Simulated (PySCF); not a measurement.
Partial charges of `C=N[Si@@H]1[Si@H](Cl)[Si@@H](C)[Si@@H]1Cl`

Species: C2H9Cl2NSi4.
Numbering: `[CH2:1]=[N:2][Si@@H:3]1[Si@H:4]([Cl:5])[Si@@H:6]([CH3:7])[Si@@H:8]1[Cl:9]` (hydrogens: H10, H11 on C1; H12 on Si3; H13 on Si4; H14 on Si6; H15, H16, H17 on C7; H18 on Si8)

Structure used (GFN2-xTB), in Å, numbered top down from 1:
```xyz
18
C2H9Cl2NSi4 angstrom
C     -3.575   -0.677    0.139
N     -2.767   -0.432    1.066
Si    -1.058   -0.374    1.192
Si    -0.188    1.644    0.267
Cl    -1.556    2.512   -0.997
Si     1.463    0.415   -0.941
C      3.164    0.590   -0.097
Si     0.404   -1.605   -0.238
Cl    -0.654   -2.479   -1.780
H     -4.638   -0.543    0.318
H     -3.299   -1.034   -0.855
H     -0.928   -0.608    2.636
H      0.161    2.759    1.157
H      1.714    0.707   -2.366
H      3.566    1.593   -0.201
H      3.089    0.378    0.966
H      3.892   -0.097   -0.515
H      1.201   -2.745    0.238
```

Density: PBE0/pcSseg-1 (PySCF); schemes: Mulliken, IAO, Hirshfeld and ESP-fitted. Isolated species at its GFN2-xTB geometry (one conformer only).

Task: Atoms with like bonding are taken together and averaged. At which atom do the 4 schemes differ most?

Result: At C7: from -0.689 (IAO) to -0.210 e (Hirshfeld), 0.479 e apart.

Task: For which atoms does the sign change between the 4 schemes (beyond +0.03 e in one, beyond −0.03 e in another)?

Result: C1 and Si4/Si8. Atomic charges aren't observables, and each scheme defines them in its own way.

Task: Do the Mulliken, IAO, Hirshfeld and ESP-fitted schemes agree on where the charge is lowest?

Result: The schemes don't all agree: Mulliken C7 (-0.586); IAO C7 (-0.689); Hirshfeld N2 (-0.230); ESP-fitted N2 (-0.582).

Task: Tabulate the Mulliken, IAO, Hirshfeld and ESP-fitted charges.

Result: In e; atoms taken as equivalent share a row and are averaged (×n: the atom named and its like, n in all):

```
       atom               environment  Mulliken     IAO  Hirshfeld  ESP-fitted
         C1                C=N carbon    +0.072  -0.067     +0.035      +0.276
         N2              C=N nitrogen    -0.542  -0.500     -0.230      -0.582
        Si3               SiH silicon    +0.397  +0.464     +0.199      +0.603
    Si4/Si8    chlorine-bound silicon    +0.236  +0.341     +0.177      -0.068
    Cl5/Cl9    silicon-bound chlorine    -0.318  -0.315     -0.138      -0.163
        Si6               SiH silicon    +0.171  +0.327     +0.184      +0.366
         C7          Si-methyl carbon    -0.586  -0.689     -0.210      -0.389
        H10  hydrogen on a C=N carbon    +0.120  +0.147     +0.055      +0.050
        H11  hydrogen on a C=N carbon    +0.119  +0.123     +0.039      +0.016
        H12             Si–H hydrogen    -0.033  -0.095     -0.077      -0.134
    H13/H18             Si–H hydrogen     0.000  -0.082     -0.070      +0.018
        H14             Si–H hydrogen    +0.008  -0.073     -0.064      -0.087
H15/H16/H17           methyl hydrogen    +0.147  +0.158     +0.044      +0.102
```

Mean size of the charges over all atoms: IAO 0.246 e, Mulliken 0.200 e, ESP-fitted 0.184 e, Hirshfeld 0.111 e. Each set sums to the total charge, 0, to within 0.001 e. The IAO scheme projects the occupied orbitals on a minimal set of polarised atomic orbitals and counts the electrons in each atom's part of it.

Some averages cover members that differ in this geometry: Si4/Si8, ESP-fitted -0.096 to -0.040; Si4/Si8, IAO +0.322 to +0.360; Si4/Si8, Mulliken +0.220 to +0.252; H13/H18, ESP-fitted +0.005 to +0.031 e.

Task: How many electrons does the IAO scheme count on Si8?

Result: Its own charge is +0.322 e, so Z − q = 13.678.

Task: Sum the charges by element, for elements with more than one atom.

Result: 
```tsv
element	atoms	Mulliken	IAO	Hirshfeld	ESP-fitted
C	2	-0.514	-0.756	-0.176	-0.113
Si	4	+1.040	+1.473	+0.738	+0.834
Cl	2	-0.637	-0.630	-0.276	-0.326
H	9	+0.653	+0.413	-0.056	+0.187
```

These values come from a run that also computed NMR shieldings. The run took 2.7 min of wall time (with the writing of density and orbital grids) on an Arm Neoverse N1 with one thread (shared host), and the process peaked at 1.1 GiB of memory.
